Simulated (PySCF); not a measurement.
C₄H₁₂Si₂, SMILES C1CC[SiH2][SiH2]C1.

Geometry optimised at TPSSh-D3(BJ)/def2-SVP. One conformer was computed; it need not be the lowest.

Two levels are set side by side: TDA-PBE/def2-SVPD (PySCF) and TDA-LC-ωPBE/def2-SVPD (PySCF). Vertical, same geometry. The lowest singlet is HOMO→LUMO 93 % with PBE and HOMO→LUMO 61 %, HOMO→LUMO+2 17 % with the other functional; states are paired by order. Differences are taken from unrounded values.

| quantity | TDA-LC-ωPBE | TDA-PBE | TDA-PBE minus TDA-LC-ωPBE |
|---|---|---|---|
| lowest singlet excitation (eV) | 7.14 | 5.99 | -1.15 |
| lowest triplet excitation (TDA) (eV) | 6.19 | 5.49 | -0.70 |
| first bright state (f over 0.05) (eV) | 7.14 | 6.76 | -0.39 |
| its oscillator strength | 0.06 | 0.07 | 0.01 |

A lower first singlet is the usual sign of a functional without exact exchange. Differences between two approximate levels are no errors against the true value.

Rough cost on one machine, each run with all the roots and properties that it gave: TDA-LC-ωPBE against TDA-PBE about 4 times.
